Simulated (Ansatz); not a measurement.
`[NH2][AlH][SiH3]` + `BS` → `B[S][AlH][NH2]` + SiH₄  (cleavage of the Al–Si bond)

Program: Ansatz. Geometries: PBE0-D4/def2-TZVP. ΔE: electronic, gas phase. CCSD(T)/CBS is the MP2 limit (def2-TZVPP, def2-QZVPP) plus CCSD(T) − MP2 in def2-TZVPP, frozen cores. This one scheme is used for every species. DFT in def2-TZVPP. Each species was taken in one conformer, which may not be the lowest.

```tsv
level	ΔE (eV)
RPA@PBE/def2-TZVPP	-0.93
MP2/CBS(def2)	-1.12
```

**Question.** What does CCSD(T)/CBS give? (Estimate.)

**Answer.** The calculation gave: -1.00 eV. The listed levels differ from it by 0.07, -0.12 eV.

Largest T1 diagnostic among the species: 0.015.

Leaving LDA and LC-ωPBE aside and taking each functional with its dispersion term where it has one, the values, not all of them listed here, spread over 0.21 eV, from BHLYP-D4 to PBE-D4. At CCSD(T), def2-SVP lies +0.06 eV from the extrapolated value and def2-TZVPP +0.03 eV. The D4 term adds −0.04 eV with B3LYP and −0.02 eV with PBE0; it sums over pairs of atoms, weighted by their polarisabilities, and B3LYP, whose exchange is more repulsive, gets the larger term.

B3LYP here is the variant with VWN-RPA as its local correlation; programs differ in this.
